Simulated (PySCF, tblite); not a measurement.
Structures optimised with GFN2-xTB, isolated species. One conformer each, none proved a minimum here. Atom numbers follow the mapped SMILES. Open shells are treated by occupation alone.

Question: Rank these C–C bonds from shortest to longest.
A. C1–C2 in `[CH3:1]/[CH:2]=[CH:3]\[P@:4](=[O:5])([O-:6])[CH2:7][CH3:8]` (charge -1) with C2–C3–P4–O5 -38°, C3–P4–C7–C8 178°
B. C6–C7 in `[CH:1]#[C:2][C:3](=[CH2:4])[c:5]1[cH:6][cH:7][o:8][cH:9]1` with C2–C3–C5–C6 180°
C. C2–C5 in `[F:1][C:2]([F:3])([F:4])[CH2:5][CH2:6][n+:7]1[cH:8][s:9][cH:10][c:11]1[Cl:12]` (charge +1) with C2–C5–C6–N7 55°, C5–C6–N7–C8 -99°
D. C4–C6 in `[CH3:1][CH:2]([CH3:3])[C@@H:4]1[C:5]=[CH:6]1` (doublet state) with C1–C2–C4–C5 -95°

Answer: B (1.357 Å), A (1.492 Å), C (1.525 Å), D (1.583 Å).

- 1.357 Å: aromatic, aromatic CH carbon to aromatic CH next to a ring oxygen, in a 5-membered ring
- 1.492 Å: drawn single, allylic carbon to alkene CH carbon
- 1.525 Å: drawn single, CF3 carbon to chain CH2 carbon
- 1.583 Å: drawn single, ends: carbon bonded to 3 C and H; carbon bonded to 2 C and H, in a 3-membered ring

Question: Order these C–C–C angles, narrowest first.
A. C1–C2–C3 in `[CH3:1]/[CH:2]=[CH:3]\[P@:4](=[O:5])([O-:6])[CH2:7][CH3:8]` (charge -1) with C2–C3–P4–O5 -38°, C3–P4–C7–C8 178°
B. C2–C5–C6 in `[F:1][C:2]([F:3])([F:4])[CH2:5][CH2:6][n+:7]1[cH:8][s:9][cH:10][c:11]1[Cl:12]` (charge +1) with C2–C5–C6–N7 55°, C5–C6–N7–C8 -99°
C. C2–C3–C4 in `[CH:1]#[C:2][C:3](=[CH2:4])[c:5]1[cH:6][cH:7][o:8][cH:9]1` with C2–C3–C5–C6 180°

Answer: B (111.5°), C (120.3°), A (123.8°).

These are computed values.
